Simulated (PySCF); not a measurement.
Molecule: SMILES [SiH2]1CCC1, C3H8Si.

Bonds (- single, = double, # triple, : aromatic): C1-C2, C2-Si3, Si3-C4, C4-C1. C1 carries H5, H6; C2 carries H7, H8; Si3 carries H9, H10; C4 carries H11, H12.

Frames of a GFN2-xTB Langevin trajectory at 300 K; GIAO PBE0/pcSseg-1 shieldings in PySCF 2.14.0 with density-fitted response routines, gas phase, non-relativistic; equivalent atoms averaged within each frame.

δ = σ(ref) − σ, references computed at the same level: 13C (186.93 ppm) and 29Si (349.16 ppm) and 1H (31.72 ppm) vs TMS. The references are static minima.

How do the shifts (ppm) fluctuate along the trajectory?

Answers


```
         time (fs)    C1  C2/C4    Si3  H9/H10  H5/H6  H7/H8/H11/H12
optimised geometry  22.6   10.0  -30.8    4.88   2.39           1.55
               250  32.8   15.1  -23.6    5.25   3.37           1.33
               425  18.8   15.8  -26.3    4.70   1.65           1.93
               625  30.5   16.9  -32.3    5.11   3.14           2.13
               800  27.3    4.4  -14.1    5.74   3.01           1.58
              1000  27.5   17.3  -20.9    5.27   3.57           2.23
    mean of frames  27.4   13.9  -23.4    5.21   2.95           1.84
standard deviation   5.3    5.4    6.7    0.37   0.76           0.38
```

5 frames give an uncertainty of the mean of about the standard deviation over 2.2 at best, since frames this close in time may not be independent; classical motion lacks zero-point vibration, and the reference would need the same averaging.
